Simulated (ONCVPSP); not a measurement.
**Ce, ONCV: configuration errors across variants**

```json
{"Element": "cerium", "Generator": "ONCVPSP 4.0.1", "Type": "optimised norm-conserving Vanderbilt (ONCV)", "Functional": "LDA (Perdew-Wang 92)", "Relativity": "fully relativistic", "Frozen core": "[Kr] 4d10 4f1", "Valence charge": "11", "Reference configuration": "5s2 5p6 5d1 (charge +2)", "Partial waves": "5s: rc 2.25 bohr, ncon 3, nbas 7, qcut 5 1/bohr, 2 projectors, debl 3.5 Ha; 5p: rc 2.00 bohr, ncon 4, nbas 9, qcut 3.5 1/bohr, 2 projectors, debl 0.5 Ha; 5d: rc 2.00 bohr, ncon 4, nbas 7, qcut 5.4 1/bohr, local", "Local potential": "the d channel", "Core correction": "Teter function, fcfact 1.5, rcfact 1.35"}
```

Open shells are filled in proportion to 2j + 1.

In the s channel the program set the typed energies aside and used -1.968, 0.050 Ha. In the p channel the program set the typed energies aside and used -1.294, 0.250 Ha (j = l + 1/2; the other j can differ).

All-electron excitation energies from the reference (eV): (1) 5s2 5p6 5d1 6s2 -17.604; (2) 5s2 5p6 5d1 6s1 -11.339; (3) 5s2 5p6 5d0 19.324; (4) 5s2 5p6 5d2 -11.098.

A true bound ghost makes a file unfit for plane-wave use even where its test errors are small: the radial tests pick states by their node count and pass the ghost by.

Errors AE − PS in meV (a dash: test not solved or not reliable):

```tsv
change	(1)	(2)	(3)	(4)	bound ghosts	GHOST(+) flags above zero
base	+8.8	+4.2	-6.3	-6.9	none	none
all radii but the core radius scaled by about 0.80 (s 1.80, p 1.60, d 1.60 bohr)	-7.6	-5.6	-5.9	-7.1	s	none
all radii but the core radius scaled by about 0.90 (s 2.02, p 1.80, d 1.80 bohr)	+21	+12	-6.8	-6.9	none	s
all radii but the core radius scaled by about 1.10 (s 2.48, p 2.20, d 2.20 bohr)	+13	+7.0	-5.4	-6.6	none	none
all radii but the core radius scaled by about 1.22 (s 2.74, p 2.44, d 2.44 bohr)	+27	+16	-5.0	-6.3	none	none
```

Q: Give the same row for: all radii but the core radius scaled by about 1.29 (s 2.90, p 2.58, d 2.58 bohr).

A: +60, +35, -5.1, -6.1; bound ghosts: none; GHOST(+) flags above zero: none.
